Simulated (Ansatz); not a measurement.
Isomers of C$_{2}$H$_{9}$NSi$_{2}$, relaxed with PBE0-D4/def2-TZVP in Ansatz; electronic energies, one conformer each and not always the lowest. Functionals use def2-TZVPP; CBS adds triple-zeta CCSD(T) − MP2 to the MP2 limit of def2-TZVPP and def2-QZVPP.

Problem. Order them by energy at frozen-core CCSD(T)/CBS, lowest first. (Estimate.)
A. `C=C[SiH2]N[SiH3]`
B. `C[Si]1(N)C[SiH2]1`
C. `N[Si]1([SiH3])CC1`
D. `NC1C[SiH2][SiH2]1`
E. `CC1[SiH2]N1[SiH3]`
F. `C/C([SiH3])=N\[SiH3]`

Solution. A (0.0 kJ/mol), B (55.8 kJ/mol), C (91.7 kJ/mol), E (105.8 kJ/mol), F (128.6 kJ/mol), D (150.0 kJ/mol).

Problem. How do HF/CBS(def2), PBE0-D4, PBE-D4, B3LYP-D4 place them (kJ/mol, against `C=C[SiH2]N[SiH3]`)? (An estimate is asked.)

Solution. The calculation gave: 
| isomer | HF/CBS(def2) | PBE0-D4 | PBE-D4 | B3LYP-D4 |
| --- | --- | --- | --- | --- |
| `C/C([SiH3])=N\[SiH3]` | 135.3 | 113.2 | 100.9 | 114.1 |
| `C[Si]1(N)C[SiH2]1` | 124.6 | 22.6 | 14.1 | 58.7 |
| `NC1C[SiH2][SiH2]1` | 206.6 | 112.1 | 106.4 | 155.5 |
| `N[Si]1([SiH3])CC1` | 140.3 | 57.2 | 51.6 | 93.2 |
| `CC1[SiH2]N1[SiH3]` | 131.7 | 85.7 | 83.0 | 104.9 |

B3LYP here is the variant with VWN-RPA as its local correlation; programs differ in this.
